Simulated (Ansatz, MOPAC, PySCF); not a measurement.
Stepwise substitution at one centre (In H-SH). Gas-phase values, no solvent. One relaxed conformer stands for each flexible species; it need not be the lowest. Strings in code marks are SMILES.

Quantity: vertical ionisation energy (energy after one electron is removed minus that of the parent at the parent's geometry), in eV.

Level 1: frozen-core MP2/def2-TZVPP // PBE-D3(BJ)/def2-TZVP (Ansatz, a program for electronic structure)
Level 2: B3LYP/6-31G* (LANL2DZ on In) // PBE-D3(BJ)/def2-TZVP (PySCF)
Level 3: minus the HOMO energy of PM3 // PBE-D3(BJ)/def2-TZVP (MOPAC)
Level 4: minus the HOMO energy of PM7 // PBE-D3(BJ)/def2-TZVP (MOPAC)

| species | level 1 | level 2 | level 3 | level 4 |
|---|---|---|---|---|
| `[SH][InH][SH]` (H–S–In–S torsion 0°, S–In–S–H torsion 0°) | 9.78 | 9.36 | 10.18 | 9.32 |
| `[SH][InH2]` | 9.61 | 9.70 | 10.84 | 9.09 |
